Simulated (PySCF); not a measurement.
Br3Re, neutral, multiplicity 5. Atoms are numbered in the order given.

```xyz
4

Re     0.0000     0.0000     0.1927
Br     0.0000     2.3315     0.8920
Br     0.0000    -2.3315     0.8920
Br     0.0000     0.0000    -2.1969
```
Charge 0, spin multiplicity 5.

The structure is a stationary point at PBE-D3(BJ)/def2-SVP. The geometry has at least one imaginary mode, so it is a saddle point at that level. The multiplicity is an assumed one; other spin states were not compared. The def2 effective core potentials stand for the cores of Re; spin–orbit coupling is left out.

Method: PBE-D3(BJ)/def2-SVP (PySCF).

Frequencies are harmonic and unscaled.

Computed vibrational spectrum:
| mode | ν (cm⁻¹) | IR (km/mol) | moving atoms (share of kinetic energy) |
|---|---|---|---|
| 1 | 37i | 1.2 | Br 87 %, Re 13 % |
| 2 | 50 | 1.2 | Re 55 %, Br 45 % |
| 3 | 57 | 0.0 | Br 79 %, Re 21 % |
| 4 | 225 | 0.5 | Br 99 % |
| 5 | 264 | 55.2 | Br 57 %, Re 43 % |
| 6 | 275 | 12.2 | Br 65 %, Re 35 % |
